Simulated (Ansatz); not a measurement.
Basis-set series for `[SiH3][NH2+][B-](Cl)(Cl)Cl`. Total charge 0; spin multiplicity 1. All single points use the PBE0-D4/def2-TZVP geometry. It is one conformer, not always the lowest.

| functional | basis | functions | energy (Eh) | HOMO (eV) | LUMO (eV) |
| --- | --- | --- | --- | --- | --- |
| PBE0-D4 | def2-SVP | 125 | -1751.62821 | -7.78 | -0.41 |
| PBE0-D4 | def2-TZVPP | 300 | -1752.29077 | -8.05 | -0.80 |
| ωB97M-V | def2-SVP | 125 | -1752.17157 | -9.97 | 1.44 |
| ωB97M-V | def2-TZVPP | 300 | -1752.83253 | -10.30 | 0.82 |

Q: Give the rows for def2-QZVPP. (An estimate is asked.)

A: Ansatz gave: 
```json
{"functional": "PBE0-D4", "basis": "def2-QZVPP", "functions": "544", "energy (Eh)": "-1752.34563", "HOMO (eV)": "-8.10", "LUMO (eV)": "-0.93"}
{"functional": "ωB97M-V", "basis": "def2-QZVPP", "functions": "544", "energy (Eh)": "-1752.88425", "HOMO (eV)": "-10.36", "LUMO (eV)": "0.50"}
```

Positive LUMOs are unbound and depend on the basis.
